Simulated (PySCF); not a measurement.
# Cr: ionisation energy

Cr [Ar] 3d5 4s1 (7S) → Cr⁺ [Ar] 3d5 (6S), as a difference of total energies. Calculation: PySCF 2.14, in x2c-TZVPPall; scalar relativity by spin-free X2C-1e. Correlated levels: valence: [Ar] frozen; valence and next inner shell: [Ne] frozen. The calculations carry no spin-orbit coupling.

```json
{"method": "UHF", "ionisation energy (eV)": "6.016"}
{"method": "LDA", "ionisation energy (eV)": "7.619"}
{"method": "PBE", "ionisation energy (eV)": "7.406"}
{"method": "PBE0", "ionisation energy (eV)": "7.065"}
{"method": "r2SCAN", "ionisation energy (eV)": "7.367"}
{"method": "B2PLYP", "ionisation energy (eV)": "6.757"}
{"method": "PW91", "ionisation energy (eV)": "7.475"}
{"method": "CAM-B3LYP", "ionisation energy (eV)": "6.950"}
{"method": "SCS-MP2 (valence)", "ionisation energy (eV)": "6.174"}
{"method": "MP2 (valence and next inner shell)", "ionisation energy (eV)": "6.742"}
{"method": "SCS-MP2 (valence and next inner shell)", "ionisation energy (eV)": "6.413"}
```

Task: Estimate what M06 gives.

Result: 6.887 eV, closest to CAM-B3LYP among the rows shown.

Task: Estimate what MP2 (valence) gives.

Result: 6.489 eV, closest to SCS-MP2 (valence and next inner shell) among the rows shown.

Errors of the correlated levels include the incompleteness of this basis and the frozen core.

For comparison: 6.767 eV (measured; NIST Atomic Spectra Database, ionization energies).
